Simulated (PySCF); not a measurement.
First hyperpolarisability: SMILES F/C=C(/C=C/F)CF, C5H5F3

Geometry (Å), atoms numbered from 1 in this order:
```xyz
13

F    -2.067    1.907    0.906
C    -1.025    1.127    1.174
C    -0.506    0.281    0.271
C     0.651   -0.528    0.634
C     1.171   -1.494   -0.128
F     2.240   -2.179    0.263
C    -1.071    0.221   -1.116
F    -1.414   -1.067   -1.466
H    -0.641    1.263    2.189
H     1.127   -0.342    1.602
H     0.779   -1.820   -1.094
H    -1.964    0.857   -1.194
H    -0.316    0.575   -1.841
```

Level of theory: quadratic response B3LYP/def2-SVPD first hyperpolarisability, Taylor convention, gas phase (PySCF 2.14.0). Geometry: PBE0-D3(BJ)/def2-SVP.

(1) What is the first hyperpolarisability, and how does it disperse?

(2) Which lowest excitations, dipole and polarisabilities go with it?

Answers

(1) In 10⁻³⁰ esu, Taylor convention; the vector part is βᵢ = ⅓ Σⱼ (βᵢⱼⱼ + βⱼᵢⱼ + βⱼⱼᵢ); β∥ is 3/5 of the vector part along the dipole, the dipole points from − to +:
```tsv
process	λ (nm)	β vector norm	β∥	β HRS	depolarisation ratio
static β(0;0,0)	∞	0.61	-0.35	0.24	5.67
second harmonic β(−2ω;ω,ω)	1064	0.74	-0.41	0.30	5.44
Pockels β(−ω;ω,0)	1064	0.65	-0.37	–	–
second harmonic β(−2ω;ω,ω)	800	0.90	-0.49	0.38	5.12
Pockels β(−ω;ω,0)	800	0.68	-0.38	–	–
```

(2) S1 5.56 eV (f = 0.427); S2 6.15 eV (f = 0.034); S3 6.32 eV (f = 0.094); dipole 1.64 D; isotropic α 67.4 au static, 68.3 au at 1064 nm, 69.0 au at 800 nm, 71.4 au at 532 nm, 75.4 au at 400 nm.
